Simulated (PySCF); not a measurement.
**Relaxation of quartet IrH₄**

These are results of UPBE0 in PySCF with Ir def2-TZVP with ECP60, H def2-TZVP; scalar-relativistic core potentials, no spin–orbit coupling; density-fitted integrals, not measurements. A (50,194) grid was used.

A start at or just off a symmetric point, pushed along the force that breaks its symmetry, of D2d symmetry, free to break it:

Coordinates in bohr (charge 0 multiplicity 4):
```
Ir    0.0000    0.0000    0.0000
H     2.6188   -0.0001    1.6910
H    -2.6188    0.0000    1.6910
H     0.0000    2.6188   -1.6909
H     0.0000   -2.6187   -1.6911
```

**Question.** What does it relax to?

**Answer.** It ends at D2d with Ir–H 1.626 Å (×4); H–Ir–H 95.6° (×4), H–Ir–H 143.4° (×2). A frequency run shows 2 imaginary modes (one degenerate set), down to 430i cm⁻¹, so it is a higher-order saddle point. Other isomers or separated fragments may lie lower.

**Question.** How much energy is released, and in how many steps?

**Answer.** 92.5 kJ/mol in 5 steps.

With open d or f shells other occupations or spin states may lie lower. At this level a doublet minimum of C2v symmetry lies 179 kJ/mol below this structure. Spin–orbit coupling, left out here, can matter for elements this heavy.

The relaxation took about 21 core-seconds on a shared host.
